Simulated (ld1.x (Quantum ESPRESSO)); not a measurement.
What the settings do to the PAW potential of Gd

Base potential:

```
Element                 : Gd (Z = 64)
Generator               : ld1.x (Quantum ESPRESSO) 7.5
Type                    : PAW
Functional              : LDA (PZ)
Relativity              : fully relativistic
Frozen core             : [Kr] 4d10
Valence charge          : 18
Reference configuration : 4f7 5s2 5p6 5d1.5 6s1.5 6p0
Partial waves           : 5s (bound): rcut 1.70, rcutus 1.85 bohr; 6s (bound): rcut 1.70, rcutus 1.85 bohr; 5p (bound): rcut 2.30, rcutus 2.50 bohr; 6p (bound, empty): rcut 2.30, rcutus 2.50 bohr; 5d (bound): rcut 1.60, rcutus 2.20 bohr; 5d channel at 0.2 Ry: rcut 1.60, rcutus 2.20 bohr; 4f (bound): rcut 0.90, rcutus 1.20 bohr; 4f channel at 0.4 Ry: rcut 0.90, rcutus 1.20 bohr
Local potential         : all-electron potential smoothed inside 1.00 bohr (lloc = -1)
Core correction         : Bessel-smoothed model core inside 0.55 bohr
Augmentation charge     : BESSEL, radius 0.70 bohr
```

Open shells are filled in proportion to 2j + 1 (rel_dist='average').

All-electron outer shells of the reference configuration (LDA (PZ), scalar-relativistic, ld1.x):

| shell | level (eV) | outermost node (bohr) | outermost maximum (bohr) |
| --- | --- | --- | --- |
| 4p | -275.04 | 0.29 | 0.54 |
| 4d | -146.81 | 0.27 | 0.56 |
| 5s | -49.09 | 0.65 | 1.20 |
| 5p | -26.63 | 0.70 | 1.35 |
| 4f | -8.13 | – | 0.56 |
| 6s | -4.04 | 1.61 | 3.37 |
| 5d | -2.26 | 0.79 | 2.00 |
| 6p | -1.29 | 1.93 | 4.67 |

Cutoffs, loose and tight: the cutoffs (Ry, on a coarse ladder) from which the occupation-weighted sum of valence levels, in a spherical-Bessel basis at the reference potential, stays within 10 and 1 mRy of its value at 400 Ry. They do not see the model core or the augmentation charge, which bear on the density cutoff. Test errors are all-electron minus pseudo excitation energies from the reference, over the configurations 4f7 5s2 5p6 5d1 6s2 6p0; 4f7 5s2 5p6 5d1 6s1 6p0; 4f7 5s2 5p6 5d1 6s0 6p0; 4f7 5s2 5p6 5d0 6s2 6p0; 4f7 5s2 5p6 5d0 6s0 6p0; 4f8 5s2 5p6 5d1 6s0 6p0; 4f7 5s1 5p6 5d1 6s2 6p0. A dash means not determined; rows that change the core or the reference have their own tests. The largest error is taken over the tests solved by every variant that gives reliable tests at all: 4f7 5s2 5p6 5d1 6s0 6p0; 4f7 5s2 5p6 5d1 6s1 6p0; 4f7 5s2 5p6 5d1 6s2 6p0.

Cutoffs are not given where the Bessel-basis levels miss the radial ones by over 6 mRy, ghosts where they miss by over 20 mRy; a channel whose overlap is not positive is not tested.

```csv
change,outcome,bound ghosts,largest test error (meV)
base,generated,not determined,-1.6
local potential all-electron potential smoothed inside 1.04 bohr (lloc = -1),generated,not determined,-1.9
local potential all-electron potential smoothed inside 1.20 bohr (lloc = -1),generated,not determined,-0.9
local potential all-electron potential smoothed inside 1.44 bohr (lloc = -1),generated,not determined,-3.2
local potential all-electron potential smoothed inside 1.70 bohr (lloc = -1),generated,not determined,-4.9
local potential all-electron potential smoothed inside 1.94 bohr (lloc = -1),generated,not determined,-4.3
local potential all-electron potential smoothed inside 2.12 bohr (lloc = -1),generated,not determined,-3.1
local potential all-electron potential smoothed inside 2.46 bohr (lloc = -1),generated,not determined,-7.2
local potential all-electron potential smoothed inside 2.70 bohr (lloc = -1),generated,not determined,+2.1
local potential all-electron potential smoothed inside 2.84 bohr (lloc = -1),generated,not determined,test run stopped at test 1 of 7 (negative rho)
```
